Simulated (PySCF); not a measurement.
## NaCa: energy against distance

Set-up: Na x2c-TZVPall, Ca x2c-TZVPall; spin-free X2C with a Gaussian nucleus (PySCF 2.14). Energies in eV from Na + Ca in their ground configurations at the same level. State: ²Σ⁺ (doublet), unpaired electrons σ ↑.

All columns are PBE0. A positive dipole means Na(−)Ca(+).

```tsv
R (Å)	E (eV)	μ (D)	Mulliken charge on Na (basis-dependent)	HOMO (eV)	LUMO (eV)	Mayer bond order	⟨S²⟩
3.179	-0.165	-1.05	-0.01	-3.22	-1.59	0.78	0.77
3.326	-0.238	-1.04	0.00	-3.24	-1.63	0.74	0.77
3.474	-0.278	-1.01	0.01	-3.26	-1.66	0.70	0.77
3.585	-0.291	-0.98	0.02	-3.28	-1.68	0.66	0.77
3.696	-0.295	-0.94	0.03	-3.30	-1.70	0.63	0.77
3.807	-0.290	-0.90	0.03	-3.32	-1.72	0.59	0.77
3.955	-0.276	-0.85	0.03	-3.35	-1.73	0.53	0.77
4.139	-0.249	-0.79	0.03	-3.38	-1.75	0.46	0.77
4.361	-0.212	-0.73	0.03	-3.42	-1.75	0.39	0.77
4.657	-0.164	-0.65	0.03	-3.47	-1.74	0.29	0.76
```

A fit through these points gives, at Re = 3.682 Å, μ = -0.95 D and dμ/dR = 0.326 D/Å; the reduced mass is 14.59 u.

Q: How strong is the fundamental in the double-harmonic approximation, I = 42.26·(dμ/dR)²/μred km/mol?

A: I = 42.26·(0.326)²/14.59 = 0.308 km/mol at PBE0.

The bond is weak. Basis-set superposition, not corrected here, can be much of De in a small basis, most of all at correlated wavefunction levels. Functionals without a dispersion term scatter widely for such bonds, and LDA overbinds them. The state is the lowest determinant that a PBE0 search found; another state may lie lower at other levels.
